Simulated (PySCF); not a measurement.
Gas-phase reaction: 2 GeH₂F₂ + 2 F ⇌ 2 GeHF₃ + H₂

Method: PySCF energies plus ideal-gas RRHO corrections (1 bar). † marks an energy on the PBE0/def2-TZVP geometry and frequencies; other levels use their own. CCSD(T) freezes the core. Open shells (unrestricted): F (multiplicity 2, electronic degeneracy 6); the rest are closed-shell singlets. Spin-orbit splitting is ignored; it lowers the true energy and changes the entropy of F. B3LYP is the form with VWN-RPA correlation. Ge: all electrons, no relativistic terms. GeH₂F₂, GeHF₃: computed as isolated molecules; such fragments, hydroxides, amides, oligomers or adducts are transient or little studied in the gas. CCSD(T) isn't extrapolated to the basis-set limit; its ΔH°(298 K) is -751.6 kJ in def2-SVP and -801.7 kJ in def2-TZVPP. The harmonic model lacks anharmonicity and excited electronic states, which grow with temperature; levels with a mode under 35 cm⁻¹ are left out.

| level | ΔE electronic, kJ | ΔH°(298 K), kJ | ΔS°(298 K), J/K | ΔG°(1000 K), kJ |
|---|---|---|---|---|
| B3LYP/def2-TZVP† | -793 | -794 | -156 | -641 |
| CCSD(T)/def2-SVP† | -751 | -752 | -156 | -599 |
| M06-2X/def2-TZVP† | -844 | -845 | -156 | -692 |
| PBE/def2-SVP | -833 | -834 | -153 | -684 |
| PBE0/def2-QZVP† | -791 | -792 | -156 | -639 |
| PBE0/def2-SVP† | -770 | -771 | -156 | -618 |
| LDA/def2-TZVP† | -962 | -963 | -156 | -810 |
| ωB97M-V/def2-TZVP† | -810 | -811 | -156 | -658 |
ΔH° is lowest at LDA/def2-TZVP† and highest at CCSD(T)/def2-SVP†. No reference value is set beside these.
